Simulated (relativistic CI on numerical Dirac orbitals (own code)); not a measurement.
**What each ingredient does to the levels of Pr XXXI**

Base calculation: Dirac-Coulomb-Breit CI, separate exchange-only KLI orbitals for each configuration, model QED (radiative potential, 1s self-energy scaled to tabulated hydrogen-like ionisation energies), unscaled Slater integrals.

CI space (outside the closed core [Ar]): 3d10 4s, 3d10 4p, 3d10 4d, 3d10 4f, 3d10 5s, 3d10 5p, 3d10 5d, 3d10 5f, 3d10 5g, 3d10 6s, 3d10 6p, 3d10 6d, 3d9 4s2, 3d10 6f, 3d10 7s, 3d9 4s 4p, 3d10 8s, 3d9 4s 4d, 3d9 4s 4f, 3d9 4s 5s, 3d9 4s 5p, 3d9 4s 5d, 3d9 4s 5f. Double excitations out of closed p, d and f shells are left out; levels of such configurations are missing from the list, as are those of other unlisted configurations, and high levels can miss mixing partners.

The lowest level and the first level of each name with at least 55 % of one term (blank where a level has no safe partner in the second run):

```
          Level  Base (eV)  Shift (eV)
 3d10 4s 2S_1/2      0.000       0.000
3d10 4p 2P°_1/2     63.270      +0.081
3d10 4p 2P°_3/2     93.174      +0.081
 3d10 4d 2D_3/2    195.338      +0.127
 3d10 4d 2D_5/2    201.448      +0.127
3d10 4f 2F°_5/2    310.533      +0.313
3d10 4f 2F°_7/2    311.603      +0.313
 3d10 5s 2S_1/2    479.841      -0.295
3d10 5p 2P°_1/2    509.956      -0.262
3d10 5p 2P°_3/2    523.617      -0.262
 3d10 5d 2D_3/2    571.210      -0.265
 3d10 5d 2D_5/2    574.104      -0.265
3d10 5f 2F°_5/2    621.879      +0.281
3d10 5f 2F°_7/2    622.556      +0.281
 3d10 5g 2G_7/2    643.181      +0.268
 3d10 5g 2G_9/2    643.433      +0.268
 3d10 6s 2S_1/2    713.696      -0.196
3d10 6p 2P°_1/2    730.241      -0.195
3d10 6p 2P°_3/2    737.659      -0.195
 3d10 6d 2D_3/2    763.714      -0.198
 3d10 6d 2D_5/2    765.327      -0.198
 3d9 4s2 2D_5/2    787.551      +1.273
```

At this charge energies of transitions that change n are usually good to better than 1 %, and those within a shell (Δn = 0) to a few per cent.

One thing was changed in a second run, which moved the levels as shown. Which?
A. QED terms removed
B. Breit term removed
C. P86 correlation estimate
D. configuration mixing switched off

C. P86 correlation estimate. A correlation estimate moves all levels of a configuration together before mixing; mixed levels move by a weighted share.

LS names give the leading component of a level, which can be under half, so a name can repeat, a term be missing and a line seem to break the LS rules.
